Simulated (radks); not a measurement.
Task: Hg3+, configuration [Xe] 4f14 5d9. Calculated with a radial shooting solver on a logarithmic mesh with Libxc functionals: Dirac Kohn-Sham, PBEsol, spin-unpolarised, spherical densities, point nucleus; open shells are shared between the two j in proportion to 2j + 1. Some entries of the table are withheld. Estimate them.

orbital  occ.  eigenvalue (hartree)  <r^2> (bohr^2)
1s1/2       2             -3052.177             (1)
2s1/2       2             -541.5450        0.005739
2p1/2       2             -519.5885             (2)
2p3/2       4             -448.0364             (3)
3s1/2       2             -129.4538         0.03725
3p1/2       2             -119.5791         0.03393
3p3/2       4             -103.7315         0.04033
3d3/2       4             -87.40560         0.03087
3d5/2       6             -84.00969         0.03261
4s1/2       2             -29.43606          0.1800
4p1/2       2             -25.20675             (4)
4p3/2       4             -21.37637             (5)
4d3/2       4                   (6)          0.2265
4d5/2       6                   (7)          0.2378
5s1/2       2              -5.59124          0.9093
4f5/2       6              -4.86675             (8)
4f7/2       8              -4.71255             (9)
5p1/2       2              -4.19132           1.058
5p3/2       4              -3.51110           1.272
5d3/2     3.6              -1.60729           2.139
5d5/2     5.4              -1.53093           2.282

Result: 
(1) 1s1/2 <r^2> (bohr^2): 0.0003808
(2) 2p1/2 <r^2> (bohr^2): 0.004055
(3) 2p3/2 <r^2> (bohr^2): 0.005241
(4) 4p1/2 <r^2> (bohr^2): 0.1833
(5) 4p3/2 <r^2> (bohr^2): 0.2156
(6) 4d3/2 eigenvalue (hartree): -14.47079
(7) 4d5/2 eigenvalue (hartree): -13.75676
(8) 4f5/2 <r^2> (bohr^2): 0.2770
(9) 4f7/2 <r^2> (bohr^2): 0.2848
